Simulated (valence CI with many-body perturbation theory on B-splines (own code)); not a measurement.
# Ce26+: calculated level list

Computed by valence CI with perturbative core correlation (CI+MBPT): four valence electrons over a frozen Dirac-Fock core [Ar] 3d10, a basis of 11 s, 11 p, 10 d, 8 f, 5 g, 2 h functions for each j, with the one-electron correlation potential Σ1 (screened to all orders), the two-electron term Σ2, the three-electron term Σ3, Breit, model QED; selected single and double excitations, second order for the rest, scaled by the run's own slope (own B-spline code, finite nucleus).

No measured spectrum was set against this ion. As an estimate, large intervals hold to a few tenths of a per cent, small ones and those within an open d or f shell to about a per cent. Among the levels kept, up to 510 cm⁻¹ of a level comes from second order outside the variational space, and about a tenth of that is noise between levels of different J, which matters for small intervals.

Levels 91 to 135 of 179, with energies above the lowest level, (4s^2 4p1/2^2) J=0. "Leading %" is the weight of the configuration and term that name the level; weights of strongly mixed levels are sums over their largest components and can fall short, so below about 35 % the name and the second component can differ from the true leading terms, or belong to a minority configuration. In the jj column 3d3/2^4 stands for four electrons in 3d with j = 3/2. Lifetimes count E1, E2, E3, M1 and M2 decay at the calculated energies, and are blank where another channel may lead or the interval is too uncertain; long ones can be off by a factor of two.

```csv
No.,Configuration,Term,J,E (cm⁻¹),Leading %,Leading jj,Lifetime
91,4s4p²4d,³P,0,2085500,28,4s 4p3/2^2 4d3/2 (31 %),1.60 ps
92,4s²4d²,³F,2,2107000,47,4s^2 4d3/2^2 (26 %),1.50 ps
93,4s4p²4d,¹D,2,2113700,29,4s 4p3/2^2 4d5/2 (38 %),1.92 ps
94,4s²4d²,³F,3,2119200,64,4s^2 4d3/2 4d5/2 (64 %),2.20 ps
95,4s²4d²,¹G,4,2123500,41,4s^2 4d3/2 4d5/2 (23 %),6.11 ps
96,4s²4d²,³F,4,2138500,54,4s^2 4d5/2^2 (35 %),2.88 ps
97,4s²4d²,³P,0,2147500,69,4s^2 4d3/2^2 (58 %),1.46 ps
98,4s²4d²,¹D,2,2148000,40,4s^2 4d3/2 4d5/2 (46 %),1.68 ps
99,4s²4d²,³P,1,2164300,83,4s^2 4d3/2 4d5/2 (83 %),1.68 ps
100,4s²4p4f,³G,5,2180700,95,4s^2 4p3/2 4f7/2 (95 %),4.00 ps
101,4p³4d,³F°,2,2186200,36,4p1/2^2 4p3/2 4d3/2 (84 %),13.8 ps
102,4s²4d²,³P,2,2195200,57,4s^2 4d5/2^2 (61 %),1.94 ps
103,4p³4d,³F°,3,2200100,26,4p1/2^2 4p3/2 4d3/2 (79 %),12.3 ps
104,4s²4p4f,¹F,3,2202900,40,4s^2 4p3/2 4f5/2 (52 %),1.91 ps
105,4p³4d,³P°,0,2204300,45,4p1/2^2 4p3/2 4d3/2 (89 %),10.7 ps
106,4s²4p4f,³F,4,2215600,39,4s^2 4p3/2 4f7/2 (31 %),1.79 ps
107,4p³4d,⁵D°,1,2215700,39,4p1/2^2 4p3/2 4d3/2 (87 %),7.59 ps
108,4s²4p4f,³D,1,2221300,85,4s^2 4p3/2 4f5/2 (85 %),2.57 ps
109,4s²4p4f,³D,2,2224000,56,4s^2 4p3/2 4f5/2 (56 %),2.17 ps
110,4s²4p4f,³D,3,2226700,31,4s^2 4p3/2 4f7/2 (53 %),1.97 ps
111,4p³4d,³F°,4,2238200,38,4p1/2^2 4p3/2 4d5/2 (90 %),11.9 ps
112,4p³4d,³D°,2,2256500,36,4p1/2^2 4p3/2 4d5/2 (77 %),7.25 ps
113,4s²4d²,¹S,0,2264200,76,4s^2 4d5/2^2 (74 %),1.92 ps
114,4p³4d,³F°,3,2277200,21,4p1/2^2 4p3/2 4d5/2 (62 %),7.78 ps
115,4s²4p4f,¹D,2,2284800,51,4s^2 4p3/2 4f7/2 (53 %),2.06 ps
116,4s²4p4f,¹G,4,2293000,48,4s^2 4p3/2 4f5/2 (28 %),1.57 ps
117,4p³4d,³D°,1,2328500,51,4p1/2^2 4p3/2 4d5/2 (76 %),6.22 ps
118,4p³4d,³F°,2,2340600,27,4p1/2 4p3/2^2 4d3/2 (70 %),14.5 ps
119,4p³4d,³F°,3,2348900,25,4p1/2 4p3/2^2 4d3/2 (67 %),20.0 ps
120,4p³4d,¹S°,0,2349700,43,4p1/2 4p3/2^2 4d3/2 (71 %),9.87 ps
121,4p³4d,³D°,1,2351800,56,4p1/2 4p3/2^2 4d3/2 (78 %),9.26 ps
122,4p³4d,³G°,4,2370300,46,4p1/2 4p3/2^2 4d3/2 (70 %),18.0 ps
123,4s4p4d²,⁵G°,2,2379600,37,4s 4p1/2 4d3/2^2 (35 %),21.3 ps
124,4p³4d,³D°,3,2386000,44,4p1/2 4p3/2^2 4d5/2 (85 %),10.4 ps
125,4p³4d,³F°,4,2388200,32,4p1/2 4p3/2^2 4d5/2 (63 %),16.8 ps
126,4s4p²4f,⁵G°,3,2403600,27,4s 4p1/2^2 4f5/2 (30 %),12.2 ps
127,4p³4d,³F°,4,2405900,36,4p1/2 4p3/2^2 4d5/2 (74 %),17.8 ps
128,4p³4d,³G°,5,2410600,76,4p1/2 4p3/2^2 4d5/2 (76 %),21.1 ps
129,4p³4d,³F°,2,2423100,38,4p1/2 4p3/2^2 4d3/2 (70 %),6.73 ps
130,4s4p²4f,⁵G°,4,2429400,16,4s 4p1/2^2 4f7/2 (60 %),6.87 ps
131,4p³4d,¹P°,1,2431400,35,4p1/2 4p3/2^2 4d5/2 (44 %),3.49 ps
132,4s4p4d²,⁵G°,3,2439400,30,4s 4p1/2 4d3/2 4d5/2 (22 %),3.72 ps
133,4s4p4d²,⁵G°,2,2444800,35,4s 4p1/2^2 4f5/2 (47 %),3.21 ps
134,4p³4d,³P°,0,2449800,44,4p1/2 4p3/2^2 4d5/2 (60 %),5.86 ps
135,4p³4d,³P°,2,2449900,39,4p1/2 4p3/2^2 4d3/2 (60 %),2.46 ps
```

Where two levels of one J and parity lie close, their mixing, g and order are uncertain.
